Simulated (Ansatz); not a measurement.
Abridged output of a molecular run in Ansatz:

```
Functional definition: HF
1522 factors; integrals over basis functions are off by at most 9.0e-4 eV
mean field evaluation 1: about -255103.2307 eV, gradient 3.2e1 eV
mean field evaluation 2: about -255103.2491 eV, gradient 3.2e1 eV
mean field evaluation 4: about -255105.9145 eV, gradient 2.9e0 eV
mean field evaluation 8: about -255105.9620 eV, gradient 3.3e-4 eV
mean field -255105.96202993 eV, -9374.9711875682 hartree, gradient 2.6e-6 eV, S^2 0.000000; 0 other end points of the search recorded, 0 dependent functions left out
37 core orbitals not correlated: weight in the atoms' cores, before any rotation towards them, 1.000 or more for the frozen orbitals, at most 0.000 for the correlated occupied ones
reference -255105.96202993 eV, -9374.9711875682 hartree; 36, 36 occupied and 84, 84 virtual orbitals, 1522 factors
second order -30.46947124 eV of doubles, -0.00000000 eV of singles
cycle   1  -29.82186784 eV  change    6.5e-1 eV  update   1.2e-1
cycle   2  -30.58850212 eV  change   -7.7e-1 eV  update   3.6e-2
cycle   3  -30.71147967 eV  change   -1.2e-1 eV  update   1.8e-2
cycle   4  -30.69163336 eV  change    2.0e-2 eV  update   4.1e-3
cycle   5  -30.68969471 eV  change    1.9e-3 eV  update   1.8e-3
cycle   6  -30.69049222 eV  change   -8.0e-4 eV  update   5.4e-4
cycle   7  -30.68987721 eV  change    6.2e-4 eV  update   1.9e-4
cycle   8  -30.68976715 eV  change    1.1e-4 eV  update   6.3e-5
cycle   9  -30.68981325 eV  change   -4.6e-5 eV  update   2.6e-5
perturbative correction -0.82406520 eV, -0.0302838377 hartree
Total energy: -255137.47590839 eV, -9376.1293012407 hartree
```

Its atoms:

Z-matrix (Å, degrees):
```
Ge
Se 1 2.337
Se 1 2.341 2 114.8
F 1 1.740 2 110.4 3 112.6
Se 1 2.337 2 106.0 3 -130.3
H 2 1.469 1 91.1 3 -24.6
H 3 1.469 1 91.0 2 -68.0
H 5 1.470 1 91.0 2 -169.4
```

Question: Which basis set was used?
A. def2-SVP
B. def2-TZVPPD
C. def2-TZVPP
D. cc-pV(T+d)Z

Answer: A. It gives 157 functions.

Question: Write the keys of the input that set method, charge and spin (a neutral closed shell needs none for the last two).

Answer: 
```yaml
correlation: {method: ccsd_t}
```
